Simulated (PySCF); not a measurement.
A structure optimised at PBE0-D3(BJ)/def2-SVP, used in a PySCF frequency run:

```xyz
13

C     -0.4301    -2.4892     0.0000
C     -0.1764    -1.0304     0.0000
C     -1.0539    -0.0024     0.0000
B     -0.1515     1.2631     0.0000
O     -0.4158     2.5814     0.0000
C      1.3253     0.6161     0.0000
N      1.2379    -0.6606     0.0000
H      0.0525    -2.9473     0.8794
H     -1.5009    -2.7286     0.0000
H      0.0525    -2.9473    -0.8794
H     -2.1349    -0.1488     0.0000
H     -1.3586     2.7802     0.0000
H      2.3195     1.0836     0.0000
```

Q: Write its SMILES, formula and point group.

A: CC1=CB(O)C=N1, C4H6BNO, Cs

Q: What are its rotational constants (standard atomic weights)?

A: 6.5541, 1.9667, 1.5270 GHz
